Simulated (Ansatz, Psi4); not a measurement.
Approach curve of the dimer H3N ··· H3Al (SMILES N and [AlH3]), singlet. Monomers: optimised at B3LYP-D3(BJ) (def2-TZVP), held rigid. Orientation: a higher rigid-body minimum at GFN2-xTB. Only R, the distance of the centres of mass, is varied, so the lowest point isn't the relaxed dimer.

Geometry at R = 2.49 Å (first 4 atoms: monomer A):
```
8

N      0.0008    -0.0014     0.2791
H     -0.7298    -0.5967    -0.0938
H     -0.1527     0.9309    -0.0880
H      0.8817    -0.3327    -0.0972
Al    -0.0078     0.0169    -2.2812
H     -1.4867     0.5733    -2.2726
H      1.2136     1.0195    -2.2784
H      0.2497    -1.5421    -2.2935
```

- SAPT0/jun-cc-pVDZ, frozen core (Psi4)
- PBE0/def2-TZVP, counterpoise-corrected (Psi4)
- PBE/def2-TZVP, counterpoise-corrected (Psi4)
- wB97M-V/def2-TZVP, counterpoise-corrected (Psi4)
- CCSD(T)/aug-cc-pVTZ = CCSD(T) on RHF/aug-cc-pVTZ, frozen core, counterpoise-corrected in Ansatz (a quantum-chemistry and plane-wave program)

Cost and agreement with CCSD(T)/aug-cc-pVTZ over the 12 points of the scan, with CCSD(T)/aug-cc-pVTZ as yardstick. Costs are rough ratios of core time within Psi4 on shared cores, each with its mean field (Kohn-Sham runs search longer for lower solutions than correlated ones do); the miss is the largest difference from CCSD(T) of the interaction energy, in kJ/mol.

Q: Which is the cheapest of these levels that stays within 11 kJ/mol of CCSD(T)/aug-cc-pVTZ?

A: PBE/def2-TZVP.

```json
[
 {"level": "SAPT0/jun-cc-pVDZ", "relative cost": "1", "largest difference": "11.66"},
 {"level": "PBE0/def2-TZVP", "relative cost": "5", "largest difference": "12.91"},
 {"level": "PBE/def2-TZVP", "relative cost": "5", "largest difference": "9.56"},
 {"level": "wB97M-V/def2-TZVP", "relative cost": "90", "largest difference": "10.97"}
]
```

Costs within a factor of two of each other count as equal.
